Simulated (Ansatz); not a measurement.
Consider the formal hydrolysis of a B–N bond: `CNBCBr` + H₂O → `OBCBr` + CH₃NH₂.

Computed with Ansatz on PBE0-D4/def2-TZVP structures; ΔE is electronic, products minus reactants. CCSD(T)/CBS adds triple-zeta CCSD(T) − MP2 to the extrapolated MP2 energy (def2 sets, frozen cores). This one scheme is used for every species. Functionals use def2-TZVPP. For Br outer-core shells are correlated without core-valence functions, which leaves a few kJ/mol of doubt a bond. Scalar relativity is left out up to krypton. One conformer a species, not always the lowest.

Question: Is it downhill or uphill in electronic energy at CCSD(T)/CBS, and by how much? (Best estimate.)

Answer: Computed: Uphill: ΔE = +0.10 eV.

Question: What do these levels give: r2SCAN-D4, ωB97M-V, B2PLYP, PBE, r2SCAN, PBE0, HF/def2-TZVPP, MP2/def2-QZVPP, SCS-MP2/def2-QZVPP, HF/CBS(def2), MP2/CBS(def2), CCSD/CBS(def2)? (Best estimate.)

Answer: Computed: r2SCAN-D4 0.04, ωB97M-V 0.04, B2PLYP 0.02, PBE 0.03, r2SCAN 0.02, PBE0 0.03, HF/def2-TZVPP -0.12, MP2/def2-QZVPP 0.12, SCS-MP2/def2-QZVPP 0.07, HF/CBS(def2) -0.12, MP2/CBS(def2) 0.13, CCSD/CBS(def2) 0.08 eV.

Largest T1 diagnostic among the species: 0.010.

In def2-TZVPP, CCSD(T) changes the Hartree–Fock value by +0.19 eV (the triples alone add +0.02 eV) and MP2 by +0.22 eV. The D4 term adds +0.08 eV with B3LYP and +0.05 eV with PBE0; it sums over pairs of atoms, weighted by their polarisabilities, and B3LYP, whose exchange is more repulsive, gets the larger term.

B3LYP here is the variant with VWN-RPA as its local correlation; programs differ in this.
